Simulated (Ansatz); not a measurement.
CH3F (SMILES CF), charge 0, multiplicity 1, relaxed at each level with Ansatz (a first-principles code); harmonic frequencies from differences of analytic forces, average atomic masses, frozen cores.

```tsv
level	harmonic frequencies (cm⁻¹)	ZPE (eV)	cost over HF/def2-TZVPP (rough)
HF/def2-TZVPP	1168 1306 1306 1618 1619 1619 3184 3262 3262	1.137	×1
PBE/def2-TZVPP	1030 1152 1152 1433 1439 1439 2956 3039 3039	1.034	×1
PBE0/def2-TZVPP	1097 1198 1198 1485 1489 1489 3044 3131 3131	1.070	×1
MP2/cc-pVTZ	1100 1217 1217 1512 1524 1524 3088 3187 3187	1.088	×2
CCSD(T)/cc-pVDZ	1090 1197 1197 1489 1489 1495 3044 3135 3135	1.071	×1
CCSD(T)/cc-pVTZ	1093 1208 1208 1501 1508 1508 3045 3131 3131	1.075	×20
```

Measured: fundamentals as far as tabulated 2930, 1464, 1049, 3006, 1467, 1182 cm⁻¹ [NIST CCCBDB]. Measured modes stand in the spectroscopists' order.
